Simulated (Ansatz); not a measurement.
C2H7BO2S, SMILES `CB(O)SCO` at its PBE0-D4/def2-TZVP geometry, where that method's forces vanish. Charge 0, multiplicity 1.

```json
{"atom": "C1", "x (Å)": "1.385", "y (Å)": "0.499", "z (Å)": "0.428"}
{"atom": "B2", "x (Å)": "0.005", "y (Å)": "0.334", "z (Å)": "1.154"}
{"atom": "O3", "x (Å)": "-0.031", "y (Å)": "0.529", "z (Å)": "2.501"}
{"atom": "S4", "x (Å)": "-1.564", "y (Å)": "-0.074", "z (Å)": "0.324"}
{"atom": "C5", "x (Å)": "-1.083", "y (Å)": "-0.295", "z (Å)": "-1.420"}
{"atom": "O6", "x (Å)": "-0.756", "y (Å)": "-1.605", "z (Å)": "-1.762"}
{"atom": "H7", "x (Å)": "1.601", "y (Å)": "-0.284", "z (Å)": "-0.303"}
{"atom": "H8", "x (Å)": "2.197", "y (Å)": "0.519", "z (Å)": "1.157"}
{"atom": "H9", "x (Å)": "1.412", "y (Å)": "1.448", "z (Å)": "-0.119"}
{"atom": "H10", "x (Å)": "-0.903", "y (Å)": "0.438", "z (Å)": "2.894"}
{"atom": "H11", "x (Å)": "-1.958", "y (Å)": "-0.026", "z (Å)": "-2.010"}
{"atom": "H12", "x (Å)": "-0.278", "y (Å)": "0.412", "z (Å)": "-1.637"}
{"atom": "H13", "x (Å)": "-0.027", "y (Å)": "-1.896", "z (Å)": "-1.207"}
```

Q: For each bond, give half the difference of the two atoms' forces along it (eV/Å; positive pushes the atoms apart) under PBE-D4, r2SCAN-D4, B3LYP-D4, ωB97M-V in def2-TZVPP. (An estimate is asked.)

A: Ansatz gave: 
| bond | length (Å) | PBE-D4 | r2SCAN-D4 | B3LYP-D4 | ωB97M-V |
| --- | --- | --- | --- | --- | --- |
| C1–B2 | 1.569 | -0.13 | -0.05 | 0.00 | 0.01 |
| C1–H7 | 1.093 | 0.13 | -0.01 | -0.04 | -0.05 |
| C1–H8 | 1.092 | 0.12 | -0.02 | -0.05 | -0.07 |
| C1–H9 | 1.096 | 0.12 | -0.01 | -0.04 | -0.06 |
| B2–O3 | 1.361 | 0.36 | 0.18 | 0.09 | 0.14 |
| B2–S4 | 1.821 | -0.04 | -0.01 | 0.05 | 0.03 |
| O3–H10 | 0.961 | 0.37 | 0.00 | -0.02 | -0.08 |
| S4–C5 | 1.823 | 0.18 | 0.17 | 0.20 | -0.01 |
| C5–O6 | 1.392 | 0.29 | 0.26 | 0.33 | 0.33 |
| C5–H11 | 1.089 | 0.09 | -0.09 | -0.18 | -0.14 |
| C5–H12 | 1.093 | 0.06 | -0.09 | -0.16 | -0.15 |
| O6–H13 | 0.961 | 0.41 | 0.01 | -0.05 | -0.11 |

B3LYP here is the variant with VWN-RPA as its local correlation; programs differ in this.
